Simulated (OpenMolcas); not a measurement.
# CH6BNO2 (SMILES COB(N)O): the dipole moment, rung by rung

CH6BNO2: 11 atoms, total charge 0, spin state singlet. As SMILES, `COB(N)O`. The coordinates come from a PBE0-D4/def2-TZVP relaxation. This is one conformer, not always the lowest.

```jsonl
{"atom": "C", "x (Å)": "0.7135", "y (Å)": "0.8516", "z (Å)": "1.1297"}
{"atom": "O", "x (Å)": "-0.4467", "y (Å)": "0.1025", "z (Å)": "0.8785"}
{"atom": "B", "x (Å)": "-0.6440", "y (Å)": "-0.5067", "z (Å)": "-0.3384"}
{"atom": "N", "x (Å)": "0.2758", "y (Å)": "-0.4319", "z (Å)": "-1.4037"}
{"atom": "O", "x (Å)": "-1.8010", "y (Å)": "-1.2231", "z (Å)": "-0.5148"}
{"atom": "H", "x (Å)": "0.8013", "y (Å)": "1.7018", "z (Å)": "0.4431"}
{"atom": "H", "x (Å)": "0.6544", "y (Å)": "1.2386", "z (Å)": "2.1476"}
{"atom": "H", "x (Å)": "1.6169", "y (Å)": "0.2360", "z (Å)": "1.0476"}
{"atom": "H", "x (Å)": "1.1441", "y (Å)": "0.0663", "z (Å)": "-1.3669"}
{"atom": "H", "x (Å)": "0.0952", "y (Å)": "-0.8909", "z (Å)": "-2.2775"}
{"atom": "H", "x (Å)": "-2.3441", "y (Å)": "-1.2011", "z (Å)": "0.2754"}
```

Quantity: the dipole moment, in D. The values are calculated.

```
                              level             kind     program  value (D)  CPU time
    HF/6-31G* (spherical functions)     Hartree–Fock  OpenMolcas       2.11     5.2 s
revPBE/6-31G* (spherical functions)              GGA  OpenMolcas       1.73      32 s
 M06-L/6-31G* (spherical functions)         meta-GGA  OpenMolcas       1.75      38 s
  TPSS/6-31G* (spherical functions)         meta-GGA  OpenMolcas       1.79      38 s
r2SCAN/6-31G* (spherical functions)         meta-GGA  OpenMolcas       1.83      37 s
M06-2X/6-31G* (spherical functions)  hybrid meta-GGA  OpenMolcas       1.91      40 s
  PBE0/6-31G* (spherical functions)    global hybrid  OpenMolcas       1.88      29 s
 B3LYP/6-31G* (Cartesian functions)    global hybrid  OpenMolcas       1.84      33 s
```

The values span 1.73 to 2.11 D. Magnitudes only. CPU times are rough (shared hosts, several kinds of processor and program).
